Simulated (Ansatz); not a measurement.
Reaction (isomerisation): `[SiH3]C[CH]1[AlH][S]1` → `[AlH2][C@H]1C[Si@@H]1S`

Computed with Ansatz on PBE0-D4/def2-TZVP structures; ΔE is electronic, products minus reactants. CBS: MP2 limit from def2 TZ/QZ plus the TZ coupled-cluster correction, frozen cores. Functionals use def2-TZVPP. One conformer a species, not always the lowest.

`[SiH3]C[CH]1[AlH][S]1`:

```xyz
12

Si    1.315    0.042    1.412
C     0.210   -0.722    0.087
C    -0.938    0.169   -0.340
Al   -1.650    0.335   -2.118
S    -0.397    1.788   -1.227
H     2.056    1.221    0.897
H     2.302   -0.963    1.898
H     0.469    0.471    2.561
H     0.835   -1.009   -0.766
H    -0.199   -1.655    0.495
H    -1.572    0.444    0.503
H    -2.430   -0.121   -3.402
```

`[AlH2][C@H]1C[Si@@H]1S`:

Cartesian coordinates in Å:
```
Al -0.790 1.594 1.306
C 0.103 -0.047 0.894
C -0.496 -1.287 0.202
Si 0.316 -0.132 -0.967
S 2.281 -0.472 -1.676
H 0.023 2.748 2.031
H -2.286 1.807 0.811
H 1.050 -0.226 1.403
H 0.001 -2.230 0.408
H -1.580 -1.368 0.197
H -0.524 0.739 -1.820
H 1.901 -1.126 -2.788
```

```tsv
level	ΔE (kcal/mol)
revPBE-D4	1.8
CCSD(T)/def2-SVP	4.6
CCSD/def2-TZVPP	1.8
SCS-MP2/def2-QZVPP	2.5
```

Q: What does CCSD(T)/CBS give? (An estimate is asked.)

A: Computed: +2.2 kcal/mol. The listed levels differ from it by -0.4, 2.4, -0.4, 0.3 kcal/mol.

Largest T1 diagnostic among the species: 0.013.

At CCSD(T), def2-SVP lies +2.4 kcal/mol from the extrapolated value and def2-TZVPP −0.2 kcal/mol. Leaving LDA and LC-ωPBE aside and taking each functional with its dispersion term where it has one, the values, not all of them listed here, spread over 5.2 kcal/mol, from B97M-V to BLYP-D4.

CCSD(T)/CBS has its own doubt, a few kJ/mol and more with outer-core shells, so smaller differences from it don't rank the levels.
